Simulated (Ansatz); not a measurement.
```yaml
atoms:
  - { symbol: O, position_ang: [0.0000, 0.0000, 0.0000] }
  - { symbol: P, position_ang: [0.0000, 1.9888, 1.5260] }
  - { symbol: P, position_ang: [0.0000, -1.9888, 1.5260] }
```

Basis set: pcseg-2 (spherical functions). Charge 0, multiplicity 1.

Computed with Ansatz (development build ahead of 0.2.0); each method stands on the lowest determinant of its kind that the runs found. Restricted functionals stand beside restricted open-shell atoms, which can lie above the unrestricted atoms usual in DFT and then raise those values.

(1) Give the atomization energy at this shape (free ground-state atoms in the same class of orbitals less the molecule, no zero-point energy) of singlet P2O by ωB97X (unrestricted), ωB97X (restricted).

Results:

(1)

| method | atomization energy |
| --- | --- |
| ωB97X (unrestricted) | 111.5 kJ/mol |
| ωB97X (restricted) | -176.1 kJ/mol |

Caution: the shape is not the minimum. Caution for ωB97X (unrestricted): the unrestricted determinant is a mixture of spin states. Caution for ωB97X (restricted): an unrestricted determinant lies well below; the molecule lies well above its atoms at this level.
